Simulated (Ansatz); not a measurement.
Ga9P9 (the lowest singlet isomer of a short search). Charge 0, multiplicity 1. Geometry PBE-D4/def2-SVP, basis def2-SVP, Ansatz.

Cartesian coordinates in Å:
```
Ga 2.090 0.345 1.773
Ga 0.431 0.324 -2.129
Ga 1.538 -2.211 0.913
Ga -2.537 -0.115 -2.071
Ga -0.803 -1.792 -1.324
Ga -0.967 -1.480 2.171
Ga -1.601 2.607 -1.124
Ga 1.989 -2.330 -1.929
Ga -2.580 0.768 2.624
P 1.363 -1.377 3.123
P -0.372 2.431 0.974
P -1.224 1.593 -3.238
P -3.148 1.064 0.051
P 1.841 2.445 0.721
P 2.368 1.267 -1.158
P -1.013 0.380 0.358
P 3.122 -0.649 -0.176
P -0.497 -3.271 0.442
```

| run | HOMO (eV) | LUMO (eV) |
| --- | --- | --- |
| A | -4.72 | -3.63 |
| B | -5.10 | -3.48 |
| C | -4.90 | -3.69 |
| D | -5.29 | -3.11 |

Single mean-field runs in def2-SVP are fitted with def2-universal-jkfit. The structure comes from a short search, and lower isomers may exist.

**Question.** The runs used PBE, PBE0, r2SCAN, r2SCANh. Estimate which is which.

**Answer.** A PBE (0 % exact exchange); B r2SCANh (10 % exact exchange); C r2SCAN (0 % exact exchange); D PBE0 (25 % exact exchange). Exact exchange lowers occupied and raises empty levels; among semilocal functionals meta-GGAs tend to open the gap a little, and such runs are hard to tell apart. The gap grows from 1.09 eV (PBE) to 2.18 eV (PBE0).
